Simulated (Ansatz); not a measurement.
Total energies of Ga(NH2)3 (GaN3H6) from Ansatz at PBE0-D4/def2-TZVP, gas phase (1 Eh = 27.2114 eV = 2625.5 kJ/mol). The reference geometry is relaxed at PBE0-D4/def2-SVP.

```xyz
10

Ga   -0.037    0.019    0.013
N     0.247    1.451   -1.070
H     0.062    1.426   -2.063
H     0.902    2.186   -0.839
N     0.528    0.063    1.740
H     0.517   -0.754    2.336
H     1.189    0.750    2.078
N    -1.040   -1.378   -0.577
H    -1.254   -1.516   -1.555
H    -1.114   -2.246   -0.063
```

```csv
state,geometry,energy (Eh)
charge 0 singlet,reference,-2092.41392
charge 1 doublet,reference,-2092.09385
free Ga atom (doublet),–,-1924.55212
free N atom (quartet),–,-54.54382
free H atom (doublet),–,-0.50104
```

Q: Work out the vertical ionisation energy to the doublet.

A: E(charge 1 doublet) − E(charge 0 singlet) = -2092.09385 − (-2092.41392) = 0.32007 Eh = 8.71 eV. For comparison, −ε of the highest occupied level is 6.65 eV at this level, 2.06 eV less.

Q: What is the binding energy per atom against free atoms?

A: Atoms: 1 × (-1924.55212) + 3 × (-54.54382) + 6 × (-0.50104) = -2091.18982 Eh. Binding: -2091.18982 − (-2092.41392) = 1.22410 Eh = 33.31 eV, or 3.33 eV for each of 10 atoms (no zero-point energy, no counterpoise term).
